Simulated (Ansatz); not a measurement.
`FB[O][InH2]` + silanol → `[SiH3][O][InH2]` + `OBF` at 600 K and 1 bar (ligand exchange at the In–O bond).

Calculated with Ansatz (gas phase, PBE0-D4/def2-TZVP geometries, no zero-point term in ΔE). CCSD(T)/CBS adds triple-zeta CCSD(T) − MP2 to the extrapolated MP2 energy (def2 sets, frozen cores). This one scheme is used for every species. Elements past krypton have def2 core potentials. For In outer-core shells are correlated without core-valence functions, which leaves a few kJ/mol of doubt a bond. Each species was taken in one conformer, which may not be the lowest.

```tsv
species	CCSD(T)/CBS energy (Eh)	H − E (kJ/mol)	S (J/(mol·K))
`FB[O][InH2]`	-391.48685	133.2	404.8
`O[SiH3]`	-366.69042	135.7	307.9
`[SiH3][O][InH2]`	-557.10255	160.7	422.8
`OBF`	-201.07426	109.4	294.7
```

H − E and S are ideal-gas, rigid-rotor, harmonic terms from PBE0-D4/def2-TZVP, for one conformer and one mirror image of each species. 1 Eh = 2625.50 kJ/mol, R = 8.31446 J/(mol·K).

By hand: ΔE, ΔH, ΔS and ΔG.

ΔE = (-557.10255) + (-201.07426) − (-391.48685) − (-366.69042) = 0.00046 Eh = 1.2 kJ/mol. Δ(H − E) = 160.7 + 109.4 − 133.2 − 135.7 = 1.2, so ΔH = 2.4 kJ/mol. ΔS = 422.8 + 294.7 − 404.8 − 307.9 = 4.8 J/(mol·K). ΔG = 2.4 − 600 × (4.8)/1000 = -0.5 kJ/mol.

By hand: the equilibrium constant, and the temperature at which ΔG would vanish if ΔH and ΔS stayed fixed.

log₁₀ K = −ΔG/(RT ln 10) = 0.0. ΔG = 0 at ΔH/ΔS = 500 K, though so small a ΔH makes that figure unsure.

TΔS isn't small against ΔH here. The sign of ΔG lies within the doubt. A doubt of 5 kJ/mol in ΔE shifts log₁₀ K by 0.4 here. Other conformers and mirror images would add mixing entropy, several J/(mol·K) or more a flexible species. Modes under 60 cm⁻¹, often nearly free rotors, make the harmonic entropy too high. These are equilibria of isolated gas molecules and say nothing of rates. Largest T1 diagnostic: 0.016 (customary marks: 0.02 for closed shells, 0.045 for open ones).
